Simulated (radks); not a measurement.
The numbers below are computed, except where a source is named.
The fluorine anion F-, [Ne], held by a Watson sphere: a shell of charge +1 at radius R that stands for the Madelung well of a crystal (potential energy -1/R inside, -1/r outside, in hartree with lengths in bohr). Level of theory: scalar-relativistic Kohn-Sham, PBEsol, spin-unpolarised, spherical densities, finite nucleus; Fermi nuclear charge, rms radius of each element as measured or else 0.836 A^(1/3) + 0.57 fm (a radial shooting solver on a logarithmic mesh with Libxc functionals). Response by self-consistent Sternheimer equations with the Hartree and adiabatic LDA kernel, the relativistic mass of each level held fixed and spin-orbit coupling left out. The sphere does not respond.

R (bohr)  e(1s) (eV)  e(2s) (eV)  e(2p) (eV)  <r> 2p (bohr)  sum of <r^2> (bohr^2)  X-ray form factor at sin(theta)/lambda = 0.3 1/angstrom  alpha (bohr^3)
1.91         -656.69     -27.645      -9.310          1.213                  14.76                                                    5.110           7.452
2.61         -655.48     -25.612      -7.425          1.259                  16.07                                                    5.057           10.63
2.96         -654.86     -24.828      -6.661          1.275                  16.57                                                    5.049           12.32
2.97         -654.85     -24.808      -6.641          1.275                  16.58                                                    5.049           12.37
3.45         -654.08     -23.920      -5.761          1.291                  17.13                                                    5.045           14.71
3.84         -653.54     -23.321      -5.162          1.300                  17.50                                                    5.043           16.59
